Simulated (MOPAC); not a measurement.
Input file for MOPAC: AM1 on CH4Ge (SMILES [CH3][GeH]), a point of a bond scan (R = 3.693 Å).

```
AM1 1SCF PRECISE CHARGE=0 THREADS=1
CH4Ge

Ge    -0.26416113 1    -0.20224226 1     0.31354267 1
H     -2.60825379 1    -1.06575674 1    -2.40585867 1
C      1.00677717 1     0.72630048 1    -0.93210586 1
H      1.87671680 1     1.13031224 1    -0.41651444 1
H      0.48298915 1     1.53601658 1    -1.44986562 1
H      1.33611896 1     0.02530398 1    -1.70554436 1
```

Program output:

```
*******************************************************************************
 **                                                                           **
 **                              MOPAC v23.2.5                                **
 **                                                                           **
 *******************************************************************************
 ** MOPAC's Digital Object Identifier: https://doi.org/10.5281/zenodo.6511958 **
 **                                                                           **
 ** Please cite the open-source release paper for use of this MOPAC version:  **
 ** J. E. Moussa and J. J. P. Stewart (2026)                                  **
 ** MOPAC: An open-source semiempirical molecular orbital program             **
 ** J. Open Source Softw., 11(119), 8025, https://doi.org/10.21105/joss.08025 **
 *******************************************************************************

                              AM1 CALCULATION RESULTS

 *******************************************************************************
 *  AM1        - The AM1 Hamiltonian to be used
 *
 *
 *
 *                 CHARGE ON SYSTEM = 0
 *
 *
 *
 *  PRECISE    - TIGHTER CRITERIA TO BE USED
 *  1SCF       - DO 1 SCF AND THEN STOP
 *  THREADS=1  - MULTI-THREADING NOT USED
 *  T=         - A TIME OF 172800.0 SECONDS REQUESTED
 *  DUMP=N     - RESTART FILE WRITTEN EVERY 7200.0 SECONDS REQUESTED
 *******************************************************************************
AM1 1SCF PRECISE CHARGE=0 THREADS=1
 CH4Ge

   ATOM   CHEMICAL          X               Y               Z
  NUMBER   SYMBOL      (ANGSTROMS)     (ANGSTROMS)     (ANGSTROMS)

     1      Ge         -0.26416113  *  -0.20224226  *   0.31354267  *
     2       H         -2.60825379  *  -1.06575674  *  -2.40585867  *
     3       C          1.00677717  *   0.72630048  *  -0.93210586  *
     4       H          1.87671680  *   1.13031224  *  -0.41651444  *
     5       H          0.48298915  *   1.53601658  *  -1.44986562  *
     6       H          1.33611896  *   0.02530398  *  -1.70554436  *



          CARTESIAN COORDINATES

    NO.       ATOM           X           Y           Z

     1        Ge         -0.2642     -0.2022      0.3135
     2         H         -2.6083     -1.0658     -2.4059
     3         C          1.0068      0.7263     -0.9321
     4         H          1.8767      1.1303     -0.4165
     5         H          0.4830      1.5360     -1.4499
     6         H          1.3361      0.0253     -1.7055

  H: (AM1): M.J.S. DEWAR ET AL, J. AM. CHEM. SOC. 107 3902-3909 (1985)
  C: (AM1): M.J.S. DEWAR ET AL, J. AM. CHEM. SOC. 107 3902-3909 (1985)
 Ge: (AM1): M.J.S.Dewar and C.Jie, Organometallics, 8, 1544, (1989)

           Empirical Formula: C H4 Ge  =     6 atoms



      MOLECULAR POINT GROUP   :   Cs


      RHF CALCULATION, NO. OF DOUBLY OCCUPIED LEVELS = 6


 -------------------------------------------------------------------------------
 AM1 1SCF PRECISE CHARGE=0 THREADS=1
 CH4Ge



     1SCF WAS SPECIFIED, SO BFGS WAS NOT USED
     SCF FIELD WAS ACHIEVED


                              AM1 CALCULATION
                                                       MOPAC v23.2.5 Linux




          FINAL HEAT OF FORMATION =        173.48395 KCAL/MOL =     725.85686 KJ/MOL


          COSMO AREA              =        110.80 SQUARE ANGSTROMS
          COSMO VOLUME            =         93.39 CUBIC ANGSTROMS

          IONIZATION POTENTIAL    =          6.534556 EV
          HOMO LUMO ENERGIES (EV) =         -6.535 -2.265
          NO. OF FILLED LEVELS    =          6
          MOLECULAR WEIGHT        =         88.6326         POINT GROUP:  Cs

          MOLECULAR DIMENSIONS (Angstroms)

            Atom       Atom       Distance
            H     4    H     2     5.37542
           Ge     1    H     6     2.49514
            H     5   Ge     1     1.64184


          SCF CALCULATIONS        =          1





   ATOM   CHEMICAL          X               Y               Z
  NUMBER   SYMBOL      (ANGSTROMS)     (ANGSTROMS)     (ANGSTROMS)

     1      Ge         -0.26416113  *  -0.20224226  *   0.31354267  *
     2       H         -2.60825379  *  -1.06575674  *  -2.40585867  *
     3       C          1.00677717  *   0.72630048  *  -0.93210586  *
     4       H          1.87671680  *   1.13031224  *  -0.41651444  *
     5       H          0.48298915  *   1.53601658  *  -1.44986562  *
     6       H          1.33611896  *   0.02530398  *  -1.70554436  *

                             CARTESIAN COORDINATES

   1   Ge       -0.264161130    -0.202242260     0.313542670
   2    H       -2.608253790    -1.065756740    -2.405858670
   3    C        1.006777170     0.726300480    -0.932105860
   4    H        1.876716800     1.130312240    -0.416514440
   5    H        0.482989150     1.536016580    -1.449865620
   6    H        1.336118960     0.025303980    -1.705544360


           Empirical Formula: C H4 Ge  =     6 atoms



      MOLECULAR POINT GROUP   :   Cs


                  EIGENVALUES
 -28.94914 -13.86012 -13.74281 -11.78250  -8.88820  -6.53456  -2.26465  -1.67757
   1.34844   4.21580   4.39468   5.03375


              NET ATOMIC CHARGES AND DIPOLE CONTRIBUTIONS

  ATOM NO.   TYPE          CHARGE      No. of ELECS.   s-Pop       p-Pop
    1         Ge           0.467949        3.5321     1.59148     1.94057
    2          H          -0.154613        1.1546     1.15461
    3          C          -0.562128        4.5621     1.27775     3.28437
    4          H           0.088161        0.9118     0.91184
    5          H           0.080326        0.9197     0.91967
    6          H           0.080305        0.9197     0.91970
 DIPOLE           X         Y         Z       TOTAL
 POINT-CHG.     0.121    -0.543     3.614     3.657
 HYBRID         1.526     1.473    -3.623     4.198
 SUM            1.647     0.930    -0.009     1.891


          ATOMIC ORBITAL ELECTRON POPULATIONS

     Atom    s        px        py        pz
    1 Ge   1.59148   0.57758   0.22418   1.13880
    2  H   1.15461
    3  C   1.27775   1.10756   1.07285   1.10396
    4  H   0.91184
    5  H   0.91967
    6  H   0.91970

 **********************
 *                    *
 * JOB ENDED NORMALLY *
 *                    *
 **********************




 == MOPAC DONE ==
```

The run finished.

Cost: about 0.06 core-seconds (a rough figure).
